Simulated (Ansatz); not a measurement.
Gas-phase electronic energies from Ansatz, PBE0-D4/def2-TZVP geometries. CBS: MP2 limit from def2 TZ/QZ plus the TZ coupled-cluster correction, frozen cores. Functionals use def2-TZVPP. B3LYP here is the variant with VWN-RPA as its local correlation; programs differ in this. Each species was taken in one conformer, which may not be the lowest.

`C[Si@@H](O)[Si@H](O)Cl` → `CO[Si](O)([SiH3])Cl`  (isomerisation)

`C[Si@@H](O)[Si@H](O)Cl`:

```xyz
13

C     1.951   -0.261    0.076
Si    0.135   -0.679    0.161
O    -0.333   -1.210    1.657
Si   -1.190    1.198   -0.311
O    -2.798    0.892   -0.410
Cl   -0.464    1.865   -2.139
H     2.216    0.500    0.813
H     2.198    0.123   -0.918
H     2.568   -1.145    0.259
H    -0.164   -1.718   -0.874
H     0.033   -2.034    1.980
H    -1.073    2.334    0.631
H    -3.079    0.134   -0.925
```

`CO[Si](O)([SiH3])Cl`:

Cartesian coordinates in Å:
```
C -1.829 -0.411 -1.007
O -0.957 0.648 -0.673
Si 0.130 0.660 0.541
O 0.683 2.180 0.712
Si 1.959 -0.753 0.220
Cl -0.862 0.050 2.256
H -2.472 -0.072 -1.820
H -2.453 -0.692 -0.154
H -1.274 -1.292 -1.345
H 0.043 2.888 0.817
H 2.822 -0.752 1.429
H 1.457 -2.133 -0.016
H 2.751 -0.321 -0.961
```

| level | ΔE (kJ/mol) |
| --- | --- |
| B3LYP-D4 | 55.7 |
| r2SCAN | 61.4 |

**Question.** What does CCSD(T)/CBS give? (Estimate.)

**Answer.** Ansatz gave: +63.3 kJ/mol. The listed levels differ from it by -7.6, -1.9 kJ/mol.

Largest T1 diagnostic among the species: 0.012.

In def2-TZVPP, CCSD(T) changes the Hartree–Fock value by +8.9 kJ/mol (the triples alone add +0.2 kJ/mol) and MP2 by +16.6 kJ/mol.
